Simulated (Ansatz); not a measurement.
Reaction (isomerisation): `CC(C)[NH][Zr]([OH])([OH])[NH]C(C)C` → `CC[N](C)[Zr]([OH])([OH])[N](C)CC`

Calculated with Ansatz (gas phase, PBE0-D4/def2-TZVP geometries, no zero-point term in ΔE). CCSD(T)/CBS is the MP2 limit (def2-TZVPP, def2-QZVPP) plus CCSD(T) − MP2 in def2-TZVPP, frozen cores. Functionals use def2-TZVPP. B3LYP here is the variant with VWN-RPA as its local correlation; programs differ in this. HSE06 is defined as in plane-wave codes. Elements past krypton have def2 core potentials. For Zr outer-core shells are correlated without core-valence functions, which leaves a few kJ/mol of doubt a bond. One conformer a species, not always the lowest.

Is it downhill or uphill in electronic energy at CCSD(T)/CBS, and by how much? (Estimate.)

The calculation gave: Uphill: ΔE = +20.3 kcal/mol.

What do these levels give: r2SCANh-D4, CAM-B3LYP-D4, B2PLYP, B3LYP, HSE06, CAM-B3LYP, MP2/def2-SVP, HF/def2-TZVPP, MP2/def2-TZVPP, CCSD(T)/def2-TZVPP, MP2/def2-QZVPP, CCSD/CBS(def2)? (An estimate is asked.)

Ansatz gave: r2SCANh-D4 19.7, CAM-B3LYP-D4 18.5, B2PLYP 18.2, B3LYP 17.5, HSE06 18.6, CAM-B3LYP 18.7, MP2/def2-SVP 17.9, HF/def2-TZVPP 19.1, MP2/def2-TZVPP 19.4, CCSD(T)/def2-TZVPP 19.1, MP2/def2-QZVPP 20.1, CCSD/CBS(def2) 20.6 kcal/mol.

Largest T1 diagnostic among the species: 0.015.

From PBE to PBE0 (25 % exact exchange), in def2-TZVPP and without D4, ΔE moves by +1.2 kcal/mol. At CCSD(T), def2-SVP lies −3.3 kcal/mol from the extrapolated value and def2-TZVPP −1.2 kcal/mol.
